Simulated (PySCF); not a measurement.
Species: C6H12BP.
InChI=1S/C6H12BP/c1-8(7)5-3-2-4-6-8/h3-6H,2H2,1,7H3

The closed-shell ground state was solved at several levels (PySCF, density fitting, gas phase, non-relativistic). Isolated species at its PBE0-D3(BJ)/def2-SVP geometry, gas phase.

```json
{"level": "KT2/pcSseg-1", "basis functions": "203", "total energy (Eh)": "-609.5156", "HOMO (eV)": "-6.29", "LUMO (eV)": "-1.77", "gap (eV)": "4.52", "dipole (D)": "5.72"}
{"level": "PBE0/pcSseg-1", "basis functions": "203", "total energy (Eh)": "-601.5284", "HOMO (eV)": "-7.35", "LUMO (eV)": "-0.79", "gap (eV)": "6.56", "dipole (D)": "6.00"}
```

What might CAM-B3LYP/def2-SVPD (260 basis functions) give for the same quantities?

Total energy -601.5899 Eh, HOMO -8.60 eV, LUMO 0.32 eV, gap 8.92 eV, dipole 6.06 D.

Over all these levels, which gives the widest orbital gap and which the narrowest?

CAM-B3LYP/def2-SVPD (range-separated hybrid) has the widest, 8.92 eV, and KT2/pcSseg-1 (GGA) the narrowest, 4.52 eV. Functional and basis both differ between the two, so the spread mixes both effects.

How far do the dipole and the HOMO energy spread over the levels?

The dipole runs from 5.72 to 6.06 D (mean 5.93 D) and the HOMO from -8.60 to -6.29 eV.
